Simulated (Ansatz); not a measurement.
# Which method gave which barrier?

Saddle point of SiH2Cl2O, closed shell (SiHClO ([OH][Si][Cl]) + HCl → SiH₂Cl₂O ([OH2][Si]([Cl])[Cl]); bonds formed: Si1–Cl4, O2–H3; bonds broken: H3–Cl4; bonds weakened to dative contacts: Si1–O2), PBE0-D4/def2-TZVP structure:

Si1  (1.128, 0.371, 0.046)
O2  (-0.067, -0.911, -0.323)
H3  (-0.958, 0.091, -0.377)
Cl4  (-1.147, 1.532, -0.272)
Cl5  (0.981, 0.225, 2.117)
H6  (0.064, -1.308, -1.192)
(Å)

Computed with Ansatz 0.2.0 (basis: def2-TZVPP, with def2-QZVPP for the basis limit); correlated methods freeze the cores. B3LYP uses VWN-RPA correlation. Extrapolation: Hartree–Fock as exp(−7.88 √X), correlation as X^−2.97. Four methods, as single points on the PBE0-D4 structures, gave these electronic barriers from the start structure: 1.09, 12.57, 15.59, 25.45 kcal/mol.

Question: The methods were, in alphabetical order, B3LYP-D4, BHLYP-D4, HF, SPW92. Which gave which? (A judgement: the text doesn't fix the answer.)

Answer: By the calculation: SPW92 1.09; B3LYP-D4 12.57; BHLYP-D4 15.59; HF 25.45 kcal/mol. For comparison, CCSD(T) at an estimated basis limit (MP2 extrapolated from triple and quadruple zeta, plus CCSD(T) − MP2 in triple zeta) gives 13.99 kcal/mol.

T1 diagnostic: at most 0.013.

Labels in which every atom is bracketed show which atoms are joined, not bond orders.

For scale, one of the runs: CCSD(T)/def2-TZVPP, 185 basis functions, launched by `ansatz run in.yaml --threads 2 --pin off --events-out ev --progress --plain --max-ram 4352MiB`. The run took 48 s on 2 CPU threads of an Arm Neoverse V2 (shared host), with 1.7 GiB of host memory at its peak.
